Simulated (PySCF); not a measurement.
FH₅SSi₂. Atoms are numbered in the order given.

```xyz
9

Si    -1.7665     0.2759    -0.0982
S     -0.0997    -0.7759    -0.9659
Si     1.4061     0.2447     0.1203
F      0.9857     0.2695     1.6947
H     -2.1834    -0.3521     1.1816
H     -1.3726     1.6925     0.1386
H     -2.8768     0.2057    -1.0838
H      1.5296     1.6607    -0.3024
H      2.6735    -0.5059    -0.0410
```
Charge 0, spin multiplicity 1.

Geometry: ωB97X-D3(BJ)/def2-SVP. The structure was generated by enumeration, and PubChem lists no compound with its InChIKey, so it may never have been made. The values are those of a single conformer.

Computed with HF/pcSseg-1 (PySCF).

GIAO shieldings, no solvent; atoms listed in one row are averaged. δ = σ(ref) − σ: ²⁹Si against TMS (σ = 393.8 ppm); ³³S against H2S (σ = 725.2 ppm); ¹⁹F against CFCl3 (σ = 238.5 ppm); ¹H against TMS (σ = 31.99 ppm), references at their B3LYP-D3(BJ)/def2-TZVP geometries, non-relativistic.

Computed chemical shifts:
```json
[
 {"nucleus": "²⁹Si", "atoms": "Si3", "count": "1", "δ (ppm)": "-2.6"},
 {"nucleus": "²⁹Si", "atoms": "Si1", "count": "1", "δ (ppm)": "-47.5"},
 {"nucleus": "³³S", "atoms": "S2", "count": "1", "δ (ppm)": "-108.8"},
 {"nucleus": "¹⁹F", "atoms": "F4", "count": "1", "δ (ppm)": "-154.7"},
 {"nucleus": "¹H", "atoms": "H9", "count": "1", "δ (ppm)": "5.22"},
 {"nucleus": "¹H", "atoms": "H8", "count": "1", "δ (ppm)": "5.11"},
 {"nucleus": "¹H", "atoms": "H5, H6, H7", "count": "3", "δ (ppm)": "4.61"}
]
```
